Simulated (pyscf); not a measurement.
Structures and frequencies: ωB97X-D3(BJ)/def2-SVP in PySCF. Singlets are restricted, triplets unrestricted.

Singlet (Å):
```xyz
10

C      0.3506    -0.2656     1.2502
C     -0.2073     0.5642     0.1840
C     -1.1323    -0.0259    -0.8822
O     -2.3357    -0.4944    -0.3156
H      0.3596    -1.3088     0.8441
H     -0.5335     1.5643     0.5263
H      0.8237     0.7500    -0.2347
H     -0.6470    -0.9005    -1.3453
H     -1.3169     0.7141    -1.6866
H     -2.8180     0.2626     0.0367
```

Triplet (Å):
```xyz
10

C      0.1524     1.5472    -1.5509
C      0.3803     0.1767    -1.0567
C     -0.8622    -0.4415    -0.3874
O     -1.2546     0.2693     0.7584
H     -0.3939     1.9619    -2.4053
H      0.7088    -0.4740    -1.8933
H      1.2015     0.1808    -0.3175
H     -0.6295    -1.4687    -0.0636
H     -1.6818    -0.5096    -1.1320
H     -1.3673     1.1926     0.4987
```

Q: For these two minima of :HC–CH₂–CH₂–OH (SMILES [CH]CCO), which spin state lies lower at ωB97X-D3(BJ)/def2-TZVP, and by how much (electronic energies)?

A: The triplet, by 13.6 kJ/mol. Zero-point energy shifts E(triplet) − E(singlet) by +1.6 kJ/mol. The 7 functionals that were run give -58.5 (r²SCAN) to -9.4 kJ/mol (ωB97M-D3(BJ)). :HC–CH₂–CH₂–OH [triplet] lies 359.5 kJ/mol over its isomer H₂C=C(CH₃)–OH, and others may lie lower still (electronic energy, ωB97M-D3(BJ)). 

E(triplet) − E(singlet) by level (kJ/mol):

| level | gap |
|---|---|
| ωB97X-D3(BJ)/def2-TZVP | -13.6 |
| PBE/def2-TZVP | -33.2 |
| r²SCAN/def2-TZVP | -58.5 |
| B3LYP-D3(BJ)/def2-TZVP | -23.1 |
| PBE0-D3(BJ)/def2-TZVP | -43.5 |
| M06-2X/def2-TZVP | -33.1 |
| ωB97M-D3(BJ)/def2-TZVP | -9.4 |
| HF/def2-TZVP | -100.1 |

The triplet is the lowest one reached from the SCF start used. A restricted singlet here is unstable towards spin polarisation, as is usual where a triplet lies low; its energy is less safe.
